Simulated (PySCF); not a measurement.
Be(NMe2)(SiH3) (C2H9BeNSi), SMILES [N](C)([Be][SiH3])C.

The structure is a stationary point at B3LYP-D3(BJ)/def2-SVP. The values are those of a single conformer.

Two levels are set side by side: TDDFT-PBE/def2-SVPD (PySCF) and TDDFT-PBE0/def2-SVPD (PySCF). Vertical, same geometry. The lowest singlet is HOMO→LUMO 100 % with PBE and HOMO→LUMO 99 % with the other functional; states are paired by order. Differences are taken from unrounded values.

```json
[
 {"quantity": "lowest singlet excitation (eV)", "TDDFT-PBE0": "4.30"},
 {"quantity": "lowest triplet excitation (TDA) (eV)", "TDDFT-PBE0": "4.18"},
 {"quantity": "first bright state (f over 0.05) (eV)", "TDDFT-PBE0": "5.39"},
 {"quantity": "its oscillator strength", "TDDFT-PBE0": "0.21"}
]
```

Q: What does TDDFT-PBE give, and how far is it from TDDFT-PBE0? (An estimate is asked for; the answer gives what the named calculation found.)

A: 
| quantity | TDDFT-PBE | TDDFT-PBE minus TDDFT-PBE0 |
|---|---|---|
| lowest singlet excitation (eV) | 3.72 | -0.58 |
| lowest triplet excitation (TDA) (eV) | 3.61 | -0.57 |
| first bright state (f over 0.05) (eV) | 4.83 | -0.56 |
| its oscillator strength | 0.19 | -0.02 |

Functionals without exact exchange tend to place singlet excitations lower, as here. Differences between two approximate levels are no errors against the true value.

Rough cost on one machine, each run with all the roots and properties that it gave: TDDFT-PBE0 against TDDFT-PBE about 4 times.
